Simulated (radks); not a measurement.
Q: Radial electron density D(r) = 4 pi r^2 rho(r) of an atom or ion with 67 electrons. Calculated with a radial shooting solver on a logarithmic mesh with Libxc functionals: Dirac Kohn-Sham, PBEsol, spin-unpolarised, spherical densities, finite nucleus; Fermi nuclear charge, rms radius of each element as measured or else 0.836 A^(1/3) + 0.57 fm.

```
   r/bohr * D(r) (the largest magnitude, 120, reaches the edge; | marks zero)
0.0008652 | *
 0.001182 |  *
 0.001615 |    *
 0.002206 |       *
 0.003038 |            *
  0.00415 |                  *
  0.00567 |                          *
 0.007746 |                                  *
  0.01067 |                                        *
  0.01457 |                                          *
  0.01991 |                                        *
   0.0272 |                                     *
  0.03716 |                                          *
  0.05117 |                                                    *
  0.06991 |                                                      *
  0.09551 |                                            *
   0.1305 |                                           *
   0.1797 |                                                 *
   0.2455 |                                   *
   0.3354 |                      *
   0.4581 |                          *
   0.6309 |                    *
   0.8619 |         *
    1.178 |     *
    1.609 |  *
    2.215 |*
    3.027 *
    4.135 *
    5.649 *
    7.779 *
    10.63 *
```

What is the nuclear charge?

A: Z = 68. The innermost maximum, from 1s, lies near gamma/Z bohr with gamma = sqrt(1 - (Z/c)^2) = 0.868, here 0.0128 bohr (found: 0.0141), and its height grows with Z. The density is that of the erbium ion Er+ in [Xe] 4f11.5 6s1 6p0.5; the configuration itself is not fixed sharply by these data, and Z only to a few units. D(r) has 4 maxima, at r = 0.0141, 0.0625, 0.174, 0.473 bohr, and minima at 0.0272, 0.114, 0.338 bohr, inside which lie 2.01, 11.13, 29.62 electrons.
